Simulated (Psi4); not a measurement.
C$_{3}$H$_{7}$O, doublet, geometry from GFN2-xTB, with bond 9-3 at 1.3 times its length; CAM-B3LYP/def2-SVP (Psi4).

Psi4 was given this input:
```
memory 2 GB

molecule mol {
0 2
  C    -1.153561   -0.849731    0.007850
  C    -0.057857    0.220170   -0.206277
  C     1.362176   -0.391880   -0.209078
  O    -0.194521    1.310222    0.509493
  H    -1.025584   -1.277119    0.999685
  H    -1.076431   -1.637088   -0.736138
  H    -2.138075   -0.392715   -0.042456
  H    -0.211267    0.560326   -1.267458
  H     1.616823   -0.931418    1.072695
  H     1.443173   -1.178534   -0.953400
  H     2.101742    0.378909   -0.408049
}

set basis def2-svp
set reference uks
set dft_spherical_points 110

energy('cam-b3lyp')
print_variables()
```

Task: What does Psi4 print? Leave out banner, timings and long lists.

Result: 
```
   => Loading Basis Set <=

    Name: DEF2-SVP
    Role: ORBITAL
    Keyword: BASIS

         ---------------------------------------------------------
                                   SCF
               by Justin Turney, Rob Parrish, Andy Simmonett
                          and Daniel G. A. Smith
                              UKS Reference
         ---------------------------------------------------------

  ==> Geometry <==

    Molecular point group: c1
    Full point group: C1

    Geometry (in Angstrom), charge = 0, multiplicity = 2:

       Center              X                  Y                   Z               Mass
    ------------   -----------------  -----------------  -----------------  -----------------
         C           -1.143631887179    -0.920636035474    -0.024557768346    12.000000000000
         C           -0.047927887179     0.149264964526    -0.238684768346    12.000000000000
         C            1.372105112821    -0.462785035474    -0.241485768346    12.000000000000
         O           -0.184591887179     1.239316964526     0.477085231654    15.994914619570
         H           -1.015654887179    -1.348024035474     0.967277231654     1.007825032230
         H           -1.066501887179    -1.707993035474    -0.768545768346     1.007825032230
         H           -2.128145887179    -0.463620035474    -0.074863768346     1.007825032230
         H           -0.201337887179     0.489420964526    -1.299865768346     1.007825032230
         H            1.626752112821    -1.002323035474     1.040287231654     1.007825032230
         H            1.453102112821    -1.249439035474    -0.985807768346     1.007825032230
         H            2.111671112821     0.308003964526    -0.440456768346     1.007825032230

  Running in c1 symmetry.

  Rotational constants: A =      0.30557  B =      0.26788  C =      0.16234 [cm^-1]
  Rotational constants: A =   9160.64851  B =   8030.81935  C =   4866.89887 [MHz]
  Nuclear repulsion =  125.288373238187319

  Charge       = 0
  Multiplicity = 2
  Electrons    = 33
  Nalpha       = 17
  Nbeta        = 16

  ==> Algorithm <==

  SCF Algorithm Type is DF.
  DIIS enabled.
  MOM disabled.
  Fractional occupation disabled.
  Guess Type is SAD.
  Energy threshold   = 1.00e-06
  Density threshold  = 1.00e-06
  Integral threshold = 1.00e-12

  ==> Primary Basis <==

  Basis Set: DEF2-SVP
    Blend: DEF2-SVP
    Number of shells: 45
    Number of basis functions: 91
    Number of Cartesian functions: 95
    Spherical Harmonics?: true
    Max angular momentum: 2

  ==> DFT Potential <==

   => LibXC <=

    Version 7.1.2
    S. Lehtola, C. Steigemann, M. J. T. Oliveira, and M. A. L. Marques,  SoftwareX 7, 1–5 (2018) (10.1016/j.softx.2017.11.002)

   => Composite Functional: CAM-B3LYP <=

    CAM-B3LYP Hyb-GGA Exchange-Correlation Functional

    T. Yanai, D. P. Tew, and N. C. Handy,  Chem. Phys. Lett. 393, 51 (2004) (10.1016/j.cplett.2004.06.011)

    Deriv               =              1
    GGA                 =           TRUE
    Meta                =          FALSE

    Exchange Hybrid     =           TRUE
    MP2 Hybrid          =          FALSE

   => Exchange Functionals <=

    0.3500         Becke 88 [omega = 0.3300]
    0.4600   Short-range recipe for B88 functional - erf [omega = 0.3300]

   => Exact (HF) Exchange <=

    0.4600            HF,LR [omega = 0.3300]
    0.1900               HF

   => Correlation Functionals <=

    0.1900   Vosko, Wilk & Nusair (VWN5)
    0.8100   Lee, Yang & Parr

   => LibXC Density Thresholds  <==

    XC_HYB_GGA_XC_CAM_B3LYP:  1.00E-14

   => Molecular Quadrature <=

    Radial Scheme          =       TREUTLER
    Pruning Scheme         =           NONE
    Nuclear Scheme         =       TREUTLER

    Blocking Scheme        =         OCTREE
    BS radius alpha        =              1
    Pruning alpha          =              1
    Radial Points          =             75
    Spherical Points       =            110
    Total Points           =          85837
    Total Blocks           =            720
    Max Points             =            256
    Max Functions          =             91
    Weights Tolerance      =       1.00E-15

   => Loading Basis Set <=

    Name: (DEF2-SVP AUX)
    Role: JKFIT
    Keyword: DF_BASIS_SCF

  ==> Integral Setup <==

  SCF_SUBTYPE=INCORE selected. In-core MEM_DF algorithm will be used.
  Using in-core AOs.

  ==> MemDFJK: Density-Fitted J/K Matrices <==

    J tasked:                   Yes
    K tasked:                   Yes
    wK tasked:                  Yes
    Omega:                3.300E-01
    Algorithm:                 Core
    Schwarz Cutoff:           1E-12
    Mask sparsity (%):       0.1449
    Fitting Condition:        1E-10

   => Auxiliary Basis Set <=

  Basis Set: (DEF2-SVP AUX)
    Blend: DEF2-UNIVERSAL-JKFIT
    Number of shells: 142
    Number of basis functions: 428
    Number of Cartesian functions: 500
    Spherical Harmonics?: true
    Max angular momentum: 4

  Minimum eigenvalue in the overlap matrix is 2.8250699618E-03.
  Reciprocal condition number of the overlap matrix is 4.6338194966E-04.
    Using symmetric orthogonalization.

  ==> Pre-Iterations <==

  SCF Guess: Superposition of Atomic Densities via on-the-fly atomic UHF (no occupation information).

   -------------------------
    Irrep   Nso     Nmo
   -------------------------
     A         91      91
   -------------------------
    Total      91      91
   -------------------------

  ==> Iterations <==

                           Total Energy        Delta E     RMS |[F,P]|

   @DF-UKS iter SAD:  -192.67360292691242   -1.92674e+02   0.00000e+00
   @DF-UKS iter   1:  -193.13961031885529   -4.66007e-01   7.40477e-03 DIIS/ADIIS
   @DF-UKS iter   2:  -193.20851603467835   -6.89057e-02   7.00237e-03 DIIS/ADIIS
   @DF-UKS iter   3:  -193.39939199255841   -1.90876e-01   6.47619e-04 DIIS/ADIIS
   @DF-UKS iter   4:  -193.40185269083557   -2.46070e-03   5.74225e-04 DIIS/ADIIS
   @DF-UKS iter   5:  -193.40343580647024   -1.58312e-03   1.14859e-04 DIIS/ADIIS
   @DF-UKS iter   6:  -193.40369957907271   -2.63773e-04   6.03133e-05 DIIS
   @DF-UKS iter   7:  -193.40374197283691   -4.23938e-05   2.36704e-05 DIIS
   @DF-UKS iter   8:  -193.40374931601065   -7.34317e-06   9.76996e-06 DIIS
   @DF-UKS iter   9:  -193.40375179154969   -2.47554e-06   5.93723e-06 DIIS
   @DF-UKS iter  10:  -193.40375381033891   -2.01879e-06   5.19694e-06 DIIS
   @DF-UKS iter  11:  -193.40375558816248   -1.77782e-06   4.83752e-06 DIIS
   @DF-UKS iter  12:  -193.40375826899617   -2.68083e-06   4.44780e-06 DIIS
   @DF-UKS iter  13:  -193.40376633136509   -8.06237e-06   3.03863e-06 DIIS
   @DF-UKS iter  14:  -193.40377092600212   -4.59464e-06   1.65555e-06 DIIS
   @DF-UKS iter  15:  -193.40377182492747   -8.98925e-07   9.89104e-07 DIIS
  Energy and wave function converged.

  ==> Post-Iterations <==

   Electrons on quadrature grid:
      Nalpha   =   16.9994184277 ; deviation = -5.816e-04
      Nbeta    =   15.9993405525 ; deviation = -6.594e-04
      Ntotal   =   32.9987589802 ; deviation = -1.241e-03

   @Spin Contamination Metric:   4.358588026E-03
   @S^2 Expected:                7.500000000E-01
   @S^2 Observed:                7.543585880E-01
   @S   Expected:                5.000000000E-01
   @S   Observed:                5.000000000E-01

    Orbital Energies [Eh]
    ---------------------

    Alpha Occupied:

[...]
    Alpha Virtual:

[...]
    Beta Occupied:

[...]
      16A     -0.321291

    Beta Virtual:

[...]
    Final Occupation by Irrep:
              A
    DOCC [    16 ]
    SOCC [     1 ]
    NA   [    17 ]
    NB   [    16 ]

  @DF-UKS Final Energy:  -193.40377182492747

   => Energetics <=

    Nuclear Repulsion Energy =            125.2883732381873187
    One-Electron Energy =                -509.4168532575722566
    Two-Electron Energy =                 210.4336981393336998
    DFT Exchange-Correlation Energy =     -19.7089899448762260
    Empirical Dispersion Energy =           0.0000000000000000
    VV10 Nonlocal Energy =                  0.0000000000000000
    Total Energy =                       -193.4037718249274747

  UHF NO Occupations:
  HONO-2 :   15  A 1.9995528
  HONO-1 :   16  A 1.9985872
  HONO-0 :   17  A 1.0000000
  LUNO+0 :   18  A 0.0014128
  LUNO+1 :   19  A 0.0004472
  LUNO+2 :   20  A 0.0001256
  LUNO+3 :   21  A 0.0001201

Computation Completed

Properties will be evaluated at   0.000000,   0.000000,   0.000000 [a0]

Properties computed using the SCF density matrix

 Multipole Moments:

 ------------------------------------------------------------------------------------
     Multipole            Electronic (a.u.)      Nuclear  (a.u.)        Total (a.u.)
 ------------------------------------------------------------------------------------

 L = 1.  Multiply by 2.5417464519 to convert [e a0] to [Debye]
 Dipole X            :         -0.7109795            0.7302312            0.0192517
 Dipole Y            :          4.0912248           -4.6569941           -0.5657693
 Dipole Z            :          0.9094299           -1.4620119           -0.5525819
 Magnitude           :                                                    0.7910830

 ------------------------------------------------------------------------------------

  Variable Map:
  ----------------------------------------------------------------------------
[...]
  Array Variable Map:
  ----------------------------------------------------------------------------
[...]
[...]
```
